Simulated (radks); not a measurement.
The numbers below are computed, except where a source is named.
Q: The carbon ion C4+, [He]. Level of theory: non-relativistic Kohn-Sham, exchange-only LDA, spin-polarised, spherical densities, point nucleus (a radial shooting solver on a logarithmic mesh with Libxc functionals). Every spin shell is full or empty, so the densities are truly spherical. Functionals are evaluated on that one density, not self-consistently. Rank these exchange functionals by their error against the exact value of the orbitals, and give that value: LDA, B88, PBEsol, revPBE, RPBE, OPTX, WC, B86b, EV93, revTPSS, r2SCAN, MS2, MVS.

A: Exact: -3.49162 hartree. From best to worst, with 100 (|E| - |E exact|)/|E exact| (equal figures are ties): RPBE -0.09, revTPSS +0.12, r2SCAN +0.16, MVS +0.17, MS2 +0.21, revPBE -0.32, OPTX -0.40, B88 -0.59, B86b -0.83, WC -3.77, EV93 +4.09, PBEsol -6.10, LDA -14.09.
